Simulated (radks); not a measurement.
Question: Ar III, configuration [He] 2s2 2p5 3s2 3p4 4f1 (not the ground configuration). All-electron calculation, Dirac Kohn-Sham, PW91, spin-unpolarised, spherical densities, point nucleus; open shells fill j = l - 1/2 first. Program: a radial shooting solver on a logarithmic mesh with Libxc functionals. Some entries of the table are withheld. Estimate them.

orbital  occ.  eigenvalue (eV)  <r^2> (bohr^2)
1s1/2       2        -3208.729             (1)
2s1/2       2        -365.3587          0.1947
2p1/2       2              (2)          0.1635
2p3/2       3              (3)          0.1654
3s1/2       2         -64.7346           1.754
3p1/2       2         -48.8749             (4)
3p3/2       2         -48.5889             (5)
4f5/2       1          -6.2611             (6)
4f7/2       0          -6.2610             (7)

Answer: 
(1) 1s1/2 <r^2> (bohr^2): 0.009874
(2) 2p1/2 eigenvalue (eV): -302.7433
(3) 2p3/2 eigenvalue (eV): -300.3641
(4) 3p1/2 <r^2> (bohr^2): 2.016
(5) 3p3/2 <r^2> (bohr^2): 2.033
(6) 4f5/2 <r^2> (bohr^2): 36.71
(7) 4f7/2 <r^2> (bohr^2): 36.71
